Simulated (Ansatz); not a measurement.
`C[O][Al]([CH3])[Cl]` + `N=C=O` → `[CH3][Al]([Cl])[N]=C=O` + CH₃OH  (ligand exchange at the Al–O bond)

Calculated with Ansatz (gas phase, PBE0-D4/def2-TZVP geometries, no zero-point term in ΔE). CCSD(T)/CBS adds triple-zeta CCSD(T) − MP2 to the extrapolated MP2 energy (def2 sets, frozen cores). This one scheme is used for every species. DFT in def2-TZVPP. B3LYP here is the variant with VWN-RPA as its local correlation; programs differ in this. One conformer a species, not always the lowest.

| level | ΔE (kcal/mol) |
| --- | --- |
| LDA (SPW92) | 0.5 |
| BLYP-D4 | 0.1 |
| B3LYP-D4 | -1.0 |
| B2PLYP | -1.3 |
| PBE-QIDH | -2.5 |
| CCSD/def2-TZVPP | -2.1 |
| MP2/def2-QZVPP | -1.9 |
| CCSD/CBS(def2) | -2.2 |

(1) What does CCSD(T)/CBS give? (Estimate.)

Largest T1 diagnostic among the species: 0.018.

Answers

(1) The calculation gave: -1.8 kcal/mol. The listed levels differ from it by 2.3, 1.9, 0.8, 0.5, -0.7, -0.3, -0.1, -0.4 kcal/mol.

From r2SCAN to r2SCAN0 (25 % exact exchange), in def2-TZVPP and without D4, ΔE moves by −1.1 kcal/mol. In def2-TZVPP, CCSD(T) changes the Hartree–Fock value by +2.8 kcal/mol (the triples alone add +0.4 kcal/mol) and MP2 by +2.6 kcal/mol.

CCSD(T)/CBS has its own doubt, a few kJ/mol and more with outer-core shells, so smaller differences from it don't rank the levels.
